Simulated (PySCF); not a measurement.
Correlation energy of S³⁺ (sulfur, charge +3)

[Ne] 3s2 3p1, 2P determinant. Calculation: PySCF 2.14, in aug-cc-pCVQZ-DK (10s9p7d5f3g, 134 functions); the spin-free X2C one-electron Hamiltonian (Gaussian nucleus). Frozen: [Ne]; 3 electrons correlated.

MP2 pair energies summed by pair of shells (mhartree):

```
 pair  energy  share (%)
3s-3s  -28.90       53.8
3s-3p  -24.77       46.2
```

Total MP2 correlation energy: -53.68 mhartree.

Same-spin part -3.32 and opposite-spin part -50.35 mhartree; SCS-MP2 scales them by 1/3 and 6/5 to -61.53 mhartree.
